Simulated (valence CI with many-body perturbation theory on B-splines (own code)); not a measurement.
# Re XXXVII: key properties

Computed by configuration interaction combined with many-body perturbation theory (CI+MBPT): three valence electrons over a frozen Dirac-Fock core [Kr], radial functions for each j: 9 s, 9 p, 10 d, 8 f, 5 g, 3 h, 1 i, with the one-electron correlation potential Σ1, the two-electron term Σ2, the three-electron term Σ3, Breit, model QED; selected CI, second order for the rest (own B-spline code, finite nucleus).

No measured spectrum was set against this ion. As an estimate, large intervals hold to a few tenths of a per cent, small ones and those within an open d or f shell to about a per cent. Only levels of the ground parity were solved; by the run's estimate the other parity begins above the list, which can be wrong where configurations are misplaced.

Levels are named by their leading jj configuration (3d3/2^4 stands for four electrons in 3d with j = 3/2), which in mixed levels can hold well under half, so a name can repeat and another be missing.

Rates and lifetimes use the calculated energies. Strong lines usually hold to 10 to 20 %, long lifetimes can be off by a factor of two.

Problem. What is the ground level?

Solution. (4d3/2^3) J=3/2, composition 49 % 4d³ ⁴F + 36 % 4d³ ²D + 10 % 4d³ ²P, g = 0.693.

Problem. Name the longest-lived excited levels whose lifetime is computed, and their main decay.

Solution. (4d3/2^2 4d5/2) J=9/2 at 20.646 eV lives 7.00 s, mostly by M1 to (4d3/2^2 4d5/2) J=7/2.

Problem. How well does LS coupling describe the low levels?

Solution. Among the lowest 19 levels the leading LS term, summed over configurations, holds 57 % on average. For single configurations the figures are 57 % in LS and 96 % in jj coupling. Terms mix most in the J = 3/2 level at 18.828 eV, where the leading one holds 39 %.

Problem. What is the ionisation energy?

Solution. 1584.9 eV; NIST lists 1583 ± 5 eV (theoretical).
